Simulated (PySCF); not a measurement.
A calculated (PBE0, PySCF 2.14, x2c-TZVPPall with one added diffuse shell each of s, p, d, f type, scalar relativity by spin-free X2C-1e) atom or ion has these occupied shells.

```json
{"shell": "1s α", "electrons": "1", "orbital energy (eV)": "-55502.8", "rms radius, mean of both spins (bohr)": "0.0236"}
{"shell": "1s β", "electrons": "1", "orbital energy (eV)": "-55502.7", "rms radius, mean of both spins (bohr)": "0.0236"}
{"shell": "2s α", "electrons": "1", "orbital energy (eV)": "-9336.1", "rms radius, mean of both spins (bohr)": "0.0953"}
{"shell": "2s β", "electrons": "1", "orbital energy (eV)": "-9336.0", "rms radius, mean of both spins (bohr)": "0.0953"}
{"shell": "2p α", "electrons": "3", "orbital energy (eV)": "-8290.4", "rms radius, mean of both spins (bohr)": "0.0858"}
{"shell": "2p β", "electrons": "3", "orbital energy (eV)": "-8290.4", "rms radius, mean of both spins (bohr)": "0.0858"}
{"shell": "3s α", "electrons": "1", "orbital energy (eV)": "-2119.6", "rms radius, mean of both spins (bohr)": "0.245"}
{"shell": "3s β", "electrons": "1", "orbital energy (eV)": "-2117.5", "rms radius, mean of both spins (bohr)": "0.245"}
{"shell": "3p α", "electrons": "3", "orbital energy (eV)": "-1797.1", "rms radius, mean of both spins (bohr)": "0.246"}
{"shell": "3p β", "electrons": "3", "orbital energy (eV)": "-1795.0", "rms radius, mean of both spins (bohr)": "0.246"}
{"shell": "3d α", "electrons": "5", "orbital energy (eV)": "-1378.6", "rms radius, mean of both spins (bohr)": "0.225"}
{"shell": "3d β", "electrons": "5", "orbital energy (eV)": "-1376.7", "rms radius, mean of both spins (bohr)": "0.225"}
{"shell": "4s α", "electrons": "1", "orbital energy (eV)": "-446.89", "rms radius, mean of both spins (bohr)": "0.551"}
{"shell": "4s β", "electrons": "1", "orbital energy (eV)": "-442.17", "rms radius, mean of both spins (bohr)": "0.551"}
{"shell": "4p α", "electrons": "3", "orbital energy (eV)": "-339.63", "rms radius, mean of both spins (bohr)": "0.586"}
{"shell": "4p β", "electrons": "3", "orbital energy (eV)": "-334.77", "rms radius, mean of both spins (bohr)": "0.586"}
{"shell": "4d α", "electrons": "5", "orbital energy (eV)": "-191.99", "rms radius, mean of both spins (bohr)": "0.641"}
{"shell": "4d β", "electrons": "5", "orbital energy (eV)": "-186.56", "rms radius, mean of both spins (bohr)": "0.641"}
{"shell": "5s α", "electrons": "1", "orbital energy (eV)": "-75.417", "rms radius, mean of both spins (bohr)": "1.34"}
{"shell": "5s β", "electrons": "1", "orbital energy (eV)": "-73.344", "rms radius, mean of both spins (bohr)": "1.34"}
{"shell": "5p α", "electrons": "3", "orbital energy (eV)": "-48.592", "rms radius, mean of both spins (bohr)": "1.56"}
{"shell": "5p β", "electrons": "3", "orbital energy (eV)": "-47.021", "rms radius, mean of both spins (bohr)": "1.56"}
{"shell": "4f α", "electrons": "7", "orbital energy (eV)": "-31.058", "rms radius, mean of both spins (bohr)": "0.887"}
{"shell": "4f β", "electrons": "3", "orbital energy (eV)": "-28.032", "rms radius, mean of both spins (bohr)": "0.887"}
{"shell": "6s α", "electrons": "1", "orbital energy (eV)": "-17.825", "rms radius, mean of both spins (bohr)": "3.48"}
```

(1) Name the element and its charge.

Results:

(1) Ho(2+) (holmium, charge +2), in [Xe] 4f10 6s1, one real determinant (an excited configuration).
